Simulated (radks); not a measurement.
Question: Ionisation of neutral chlorine, [Ne] 3s2 3p5, to [Ne] 3s2 3p4 as the strength of local exchange is varied. Calculated with a radial shooting solver on a logarithmic mesh with Libxc functionals: scalar-relativistic Kohn-Sham, Slater X-alpha exchange (alpha = 2/3 is LDA exchange), no correlation, spin-polarised, spherical densities, finite nucleus; open shells are filled with parallel spins first; Fermi nuclear charge, rms radius 3.3654 fm.

alpha  E(Cl) (hartree)  exchange (hartree)  IE (eV)  -e of the level emptied (eV)  <r> of it (bohr)
0.576       -455.36191           -21.76983   10.718                    6.005 (3p)             1.933
0.591       -455.92929           -22.36109   10.877                    6.150 (3p)             1.925
0.667       -458.81349           -25.37563   11.700                    6.906 (3p)             1.887
0.793       -463.63006           -30.44252   13.130                    8.236 (3p)             1.829
0.877       -466.86521           -33.86822   14.128                    9.175 (3p)             1.793
0.914       -468.29633           -35.38925   14.579                    9.602 (3p)             1.778
x           -468.14143           -35.22446   14.530                    9.555 (3p)             1.779

Which alpha was used in the last row?

Answer: alpha = 0.91. NIST Atomic Spectra Database: 12.968 eV (measured). The Delta-SCF value meets it near alpha = 0.78. Open shells are spherical and high-spin; term and fine-structure splittings are not resolved.
